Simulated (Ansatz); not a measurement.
Wavefunction ladder for H$_{3}$O$_{3}$Si, SMILES `[O][SiH](O)O` radical

Cartesian coordinates in Å:
```
O 0.829 1.082 1.233
Si 0.265 0.252 -0.086
O 0.962 -1.181 -0.392
O -1.337 -0.040 0.059
H 0.673 1.217 -1.136
H 0.481 -1.973 -0.146
H -1.873 0.642 0.467
```

The species carries charge 0 and has multiplicity 2. The geometry is a stationary point of PBE0-D4/def2-TZVP. It is one conformer, not always the lowest. Frozen core, unrestricted reference, Ansatz. CBS rows extrapolate triple and quadruple zeta; past MP2 they add the triple-zeta difference.

| basis | HF (Eh) | MP2 corr. | CCSD corr. | (T) | CCSD(T) total |
| --- | --- | --- | --- | --- | --- |
| def2-SVP | -515.07886 | ? | -0.63302 | ? | ? |
| def2-TZVPP | ? | -0.78065 | ? | -0.02667 | ? |
| def2-QZVPP | -515.51252 | -0.84770 | – | – | – |
| CBS(def2) | -515.51536 | -0.89737 | -0.92243 | as TZ | -516.46446 |

Q: Fill in the withheld values. (Best estimate.)

A: The calculation gave: def2-SVP MP2 corr.: -0.60211; def2-SVP (T): -0.01212; def2-SVP CCSD(T) total: -515.72400; def2-TZVPP HF (Eh): -515.49189; def2-TZVPP CCSD corr.: -0.80571; def2-TZVPP CCSD(T) total: -516.32427.
